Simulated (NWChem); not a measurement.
Si$_{2}$H$_{5}$O$_{2}$F; SMILES O[Si@H]([SiH2]O)F

```xyz
10

O      0.6137    -2.3323    -0.0947
Si    -0.6645    -1.2790     0.1404
Si     0.0567     0.8866    -0.3891
O     -1.0057     1.9726     0.2668
F      1.5276     1.0430     0.3121
H      1.4454    -2.0751     0.3159
H     -1.1675    -1.2879     1.5514
H     -1.7577    -1.7327    -0.7636
H      0.2904     1.1796    -1.8358
H     -0.9126     2.9002     0.0280
```
Atoms are numbered in this order, from 1.

Computed with NWChem. Medium grid unless said otherwise, to which SCAN and Minnesota functionals are sensitive. Geometry: optimised at PBE0/def2-SVP. Hybrids' shares of exact exchange are those that their runs print; pure functionals count as 0. The functionals differ in more than this share.

```csv
row,share of exact exchange,highest occupied level (eV)
PBE/def2-SVP,0.00,-6.40
"LDA (Slater exchange, VWN5)/def2-SVP",0.00,-6.46
B3LYP/def2-SVP,0.20,withheld
M06-2X/def2-SVP,0.54,-9.00
Hartree-Fock/def2-SVP,1.00,-11.03
```

Fit a straight line of the last column on the one before it, predict the withheld value, and compare with the run.


1. Means of the 4 shown rows: x = 0.385, y = -8.223. Slope Σ(x − x̄)(y − ȳ)/Σ(x − x̄)² = -3.227/0.6987 = -4.619; intercept -6.444.
2. The shown rows scatter about the line by 0.042 (root mean square); the largest residual is -0.06, at M06-2X/def2-SVP.
3. At x = 0.20 (B3LYP/def2-SVP; inside the shown range) the line gives -7.37.
4. The run gives -7.55, -0.18 from the line, 4.3 times the scatter.
